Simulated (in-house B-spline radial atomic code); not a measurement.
**Ionising Re IX (Re8+) with different functionals**

Computed with a radial B-spline atomic code at the basis-set limit: four-component Dirac-Coulomb Hamiltonian, Fermi nucleus of rms radius 5.3698 fm, spin-restricted, spherical fractional occupations for the functionals, and exact exchange of hybrids averaged over the configuration. The ionisation energy is the difference of two self-consistent energies, [Kr] 4d10 4f14 5s2 5p5 → [Kr] 4d10 4f14 5s2 5p4, without Breit or QED terms; ε is the level of the shell that loses the electron (mean over j). The electron is taken from both j subshells in proportion to 2j + 1, so the result is a j average, not the step between ground levels.

```json
{"method": "BHandHLYP", "rung": "global hybrid", "ΔSCF (eV)": "167.84", "-ε(5p) (eV)": "163.28"}
{"method": "LC-wPBE", "rung": "range-separated hybrid", "ΔSCF (eV)": "167.92", "-ε(5p) (eV)": "163.50"}
{"method": "HSE06", "rung": "range-separated hybrid", "ΔSCF (eV)": "167.88", "-ε(5p) (eV)": "160.29"}
{"method": "CAM-B3LYP", "rung": "range-separated hybrid", "ΔSCF (eV)": "168.06", "-ε(5p) (eV)": "162.36"}
```

Task: Among the functionals, which spreads more, the ΔSCF values or the orbital energies?

Result: The orbital energies: ΔSCF values span about 0.22 eV and the orbital energies 3.20 eV; here energy differences depend much less on the functional than eigenvalues do.

Task: How do they compare with the NIST value?

Result: NIST lists 165 eV ± 8 (tabulated theory, ground level to ground level). Errors run from +2.84 to +3.06 eV; all lie within about twice that uncertainty, so the table can't rank the methods.
